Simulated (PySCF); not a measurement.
Electron correlation in N (nitrogen, neutral)

[He] 2s2 2p3, high-spin 4S determinant. Calculation: PySCF 2.14, in Sapporo-DZP-2012; the spin-free X2C one-electron Hamiltonian (Gaussian nucleus). Frozen: 1s2; 5 electrons correlated.

MP2 pair energies summed by pair of shells (mhartree):

```csv
pair,energy,share (%)
2s-2p,-50.27,64.1
2p-2p,-19.66,25.1
2s-2s,-8.50,10.8
```

Total MP2 correlation energy: -78.42 mhartree.

Same-spin part -24.17 and opposite-spin part -54.26 mhartree; SCS-MP2 scales them by 1/3 and 6/5 to -73.17 mhartree.

```json
{"level": "CCSD", "correlation energy (mhartree)": "-95.69"}
{"level": "(T)", "correlation energy (mhartree)": "-0.82"}
{"level": "CCSD(T)", "correlation energy (mhartree)": "-96.51"}
```

Diagnostics: T1 = 0.0044, D1 = 0.0113, largest double amplitude 0.045.

Cost of the coupled-cluster step: 0.08 s of wall time on 1 thread of Neoverse-V2 (shared host), for 5 correlated electrons.

Iterations:

```
CC2 = 0
CCSD nocc = (np.int64(4), np.int64(1)), nmo = (17, 17)
frozen orbitals [[0], [0]]
max_cycle = 100
direct = 0
conv_tol = 1e-08
conv_tol_normt = 1e-06
diis_space = 8
diis_start_cycle = 0
Init t2, MP2 energy = -0.0784239712166783
Init E_corr(UCCSD) = -0.078423971230084
cycle = 1  E_corr(UCCSD) = -0.0919280608893289  dE = -0.0135040897  norm(t1,t2) = 0.0303511
cycle = 2  E_corr(UCCSD) = -0.0946492764334672  dE = -0.00272121554  norm(t1,t2) = 0.00902143
cycle = 3  E_corr(UCCSD) = -0.0957205266651509  dE = -0.00107125023  norm(t1,t2) = 0.00349771
cycle = 4  E_corr(UCCSD) = -0.0956839067184244  dE = 3.66199467e-05  norm(t1,t2) = 0.000585897
cycle = 5  E_corr(UCCSD) = -0.0956879660864695  dE = -4.05936805e-06  norm(t1,t2) = 0.000122796
cycle = 6  E_corr(UCCSD) = -0.0956877640101962  dE = 2.02076273e-07  norm(t1,t2) = 1.78992e-05
cycle = 7  E_corr(UCCSD) = -0.0956879778853664  dE = -2.1387517e-07  norm(t1,t2) = 1.29601e-06
cycle = 8  E_corr(UCCSD) = -0.0956879251783476  dE = 5.27070188e-08  norm(t1,t2) = 2.09034e-07
cycle = 9  E_corr(UCCSD) = -0.0956879294630007  dE = -4.28465313e-09  norm(t1,t2) = 3.54583e-08
UCCSD converged
E(UCCSD) = -54.51086448235547  E_corr = -0.09568792946300073
UCCSD(T) correction = -0.000824600027666269
```
